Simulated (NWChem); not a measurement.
System: trimethylboroxine (C3H9B3O3); SMILES CB1OB(C)OB(C)O1

Here is an NWChem input.

```
start job
memory heap 200 mb stack 900 mb global 1100 mb
geometry units angstroms
  C     -1.896439    -2.268162    -0.168490
  B     -0.878125    -1.053267    -0.086241
  O      0.463561    -1.275032     0.048260
  B      1.349208    -0.237045     0.136249
  C      2.904054    -0.517376     0.289394
  O      0.869452     1.041676     0.086074
  B     -0.467260     1.293338    -0.050365
  C     -1.010600     2.783177    -0.119705
  O     -1.329561     0.236174    -0.135048
  H     -1.407699    -3.183469    -0.486693
  H     -2.717474    -2.055138    -0.846359
  H     -2.333806    -2.455575     0.809738
  H      3.291731    -1.012659    -0.597444
  H      3.098842    -1.181950     1.126803
  H      3.468221     0.397466     0.438013
  H     -1.878274     2.915963     0.520244
  H     -0.252758     3.504387     0.168408
  H     -1.329015     3.021907    -1.131816
end
basis spherical
  * library def2-svp
end
dft
  xc pbe0
  iterations 150
  semidirect filesize 400000000
end
driver
  maxiter 120
end
task dft optimize
```

No frequency run checked for a minimum.

The level has its own optimisation.

Give the results of this calculation. (PBE0/def2-SVP.) Quantities: r B–C (Å); r B–O (Å); dipole (D).


```json
{
  "r B–C (Å)": "1.564",
  "r B–O (Å)": "1.378",
  "dipole (D)": "0.10"
}
```
